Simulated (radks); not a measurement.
The numbers below are computed, except where a source is named.
Question: All-electron atom: Au49+ in [Ar] 3d10 4s2. Level of theory: non-relativistic Kohn-Sham, PBE, spin-polarised, spherical densities, point nucleus; relativity is left out, which matters for an element this heavy (a radial shooting solver on a logarithmic mesh with Libxc functionals). Some entries of the table are withheld. Estimate them.

| orbital | occ. | eigenvalue (hartree) | <1/r> (bohr^-1) | r(max) (bohr) |
|---|---|---|---|---|
| 1s | 2 | -2781.048 | 78.45 | 0.01272 |
| 2s | 2 | (1) | (2) | 0.06906 |
| 2p | 6 | (3) | (4) | 0.05355 |
| 3s | 2 | -193.7342 | 7.337 | 0.1867 |
| 3p | 6 | -186.0218 | (5) | (6) |
| 3d | 10 | -171.9557 | 7.204 | 0.1373 |
| 4s | 2 | -97.53913 | 3.766 | 0.3834 |

Answer: 
(1) 2s eigenvalue (hartree): -542.0803
(2) 2s <1/r> (bohr^-1): 18.50
(3) 2p eigenvalue (hartree): -525.1968
(4) 2p <1/r> (bohr^-1): 18.53
(5) 3p <1/r> (bohr^-1): 7.290
(6) 3p r(max) (bohr): 0.1754
